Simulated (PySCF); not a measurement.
## Electron correlation in P (phosphorus, neutral)

[Ne] 3s1 3p4, high-spin 4P determinant (an excited configuration). Calculation: PySCF 2.14, in x2c-QZVPPall (9s6p4d2f1g, 70 functions); scalar relativity by spin-free X2C-1e. Frozen: [Ne]; 5 electrons correlated.

```tsv
level	correlation energy (mhartree)
CCSD	-116.23
(T)	-9.72
CCSD(T)	-125.95
```

Diagnostics: T1 = 0.034, D1 = 0.1013, largest double amplitude 0.228.

Task: Is a single reference adequate?

Result: Not fully. T1 exceeds 0.03, a sign that the reference determinant is poor. A double-excitation amplitude exceeds 0.15, a sign of near-degeneracy.
